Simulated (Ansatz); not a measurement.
Correlation energies of CH₇AlSSi, SMILES `[CH3][AlH][SiH2]S` by basis set

```xyz
11

C    -0.413   -1.599   -1.696
Al   -0.920   -0.365   -0.271
Si    0.786    0.942    0.930
S    -0.232    2.154    2.387
H     0.665   -1.669   -1.854
H    -0.792   -2.605   -1.484
H    -0.873   -1.291   -2.642
H    -2.451   -0.191    0.125
H     1.576    1.813    0.008
H     1.788    0.066    1.609
H     0.867    2.745    2.886
```

Total charge 0; spin multiplicity 1. The geometry is a stationary point of PBE0-D4/def2-TZVP. It is one conformer, not always the lowest. Frozen core, restricted reference, Ansatz 0.2.0. CBS rows extrapolate triple and quadruple zeta; past MP2 they add the triple-zeta difference.

```tsv
basis	HF (Eh)	MP2 corr.
def2-TZVPP	-970.39403	-0.56109
def2-QZVPP	-970.42322	-0.60359
```

Task: Estimate the CCSD correlation energy and the (T) correction in each basis where they were run (hartree).

Result: 
| basis | CCSD corr. | (T) |
| --- | --- | --- |
| def2-TZVPP | -0.62592 | -0.02471 |
| CBS(def2) | -0.69991 | as TZ |
